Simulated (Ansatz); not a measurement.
PbCl2(NH3) in a box, plane waves

Ansatz 0.2.0, DFT PBE, spin-orbit coupling, plane waves, PAW, molecule in a box. The geometry was relaxed with Gaussian bases (PBE; Pb def2-SVP with ECP60, Cl def2-SVP, N def2-SVP, H def2-SVP).

```yaml
crystal:
  lattice:
    - [12.66, 0.0, 0.0]
    - [0.0, 12.96, 0.0]
    - [0.0, 0.0, 10.62]
  atoms:
    - { symbol: Pb, position: [0.50124803, 0.56290664, 0.57608945] }
    - { symbol: Cl, position: [0.64435861, 0.50052932, 0.42372881] }
    - { symbol: Cl, position: [0.37439336, 0.65279012, 0.42372881] }
    - { symbol: "N", position: [0.40962875, 0.40789506, 0.48195669] }
    - { symbol: H, position: [0.37376856, 0.34722222, 0.52735028] }
    - { symbol: H, position: [0.35545024, 0.44503549, 0.42511582] }
    - { symbol: H, position: [0.46964455, 0.3806304, 0.42511582] }
basis:
  ecutwfc: 420
  ecutrho_ratio: 4
kpoints:
  mp_grid: { grid: [1, 1, 1] }
hamiltonian:
  xc: pbe
scf:
  occupations: { method: gaussian, width: 0.01 }
output:
  forces: true
  eigenvalues: true
  populations: true
  write_density: true
  write_potential: true
  elf: true
  volumetric_format: npy
magnetization:
  noncollinear: true
  spin_orbit: true
```

Command:
```sh
ansatz run input.yaml --threads 2 --pin off --max-ram 5120MiB --backend cpu --events-out ev --progress --plain --runs-dir out
```
It took 21 s on 2 threads of Arm Neoverse V1 (shared host), peak memory 2.1 GiB.

Task: How does the SCF go?

Result: 
```
SCF iter   1: F=—  HF=-14542.965345 eV  |F-HF|=—  |Δ(HF+E_count)|=         —  Δρ=2.11e-2
preconditioner: auto → Resta (q_TF=auto, 1.429 Å⁻¹)  ε∞=1.2  [insulator: Δε(μ)=4.835 eV  Ē_g=9.794 eV  σ=0.010 eV  W_gap=1.00  n_s
spin=Noncollinear: Resta preconditioning applied to the charge; magnetization (m_x, m_y, m_z) channels mix plain (no charge-respon
SCF iter   2: F=—  HF=-14539.938399 eV  |F-HF|=—  |Δ(HF+E_count)|=    3.03e0  Δρ=9.01e-3
SCF iter   3: F=—  HF=-14539.670474 eV  |F-HF|=—  |Δ(HF+E_count)|=   2.68e-1  Δρ=5.11e-3
...
SCF iter   5: F=—  HF=-14539.624622 eV  |F-HF|=—  |Δ(HF+E_count)|=   4.65e-3  Δρ=2.59e-4
SCF iter   6: F=—  HF=-14539.624502 eV  |F-HF|=—  |Δ(HF+E_count)|=   1.21e-4  Δρ=8.88e-5
SCF iter   7: F=—  HF=-14539.624535 eV  |F-HF|=—  |Δ(HF+E_count)|=   3.39e-5  Δρ=2.47e-5
SCF iter   8: F=—  HF=-14539.624538 eV  |F-HF|=—  |Δ(HF+E_count)|=   2.39e-6  Δρ=4.83e-6
SCF iter   9: F=-14539.624538 eV  HF=-14539.624538 eV  |F-HF|=2.63e-9  |Δ(HF+E_count)|=   1.77e-8  Δρ=1.36e-6
```

Task: Which levels lie next to the highest filled one (eV, counted from it)?

Result: Filled: -0.73, -0.73, -0.39, -0.39, -0.28, -0.28, -0.11, -0.11, 0.00, 0.00. Empty: 3.87, 3.87, 4.99, 4.99, 5.36, 5.36, 5.53, 5.53.

Task: What forces are left at this geometry, relaxed with Gaussian bases (eV/Å)?

Result: 
```
Pb  -0.04 -0.07 -0.20
Cl  -0.09  0.08  0.08
Cl   0.12 -0.03  0.08
N   -0.06 -0.10 -0.24
H    0.14  0.24 -0.13
H    0.18 -0.18  0.20
H   -0.25  0.07  0.20
```

The highest of the empty levels listed lie near the vacuum level and may be states of the box.
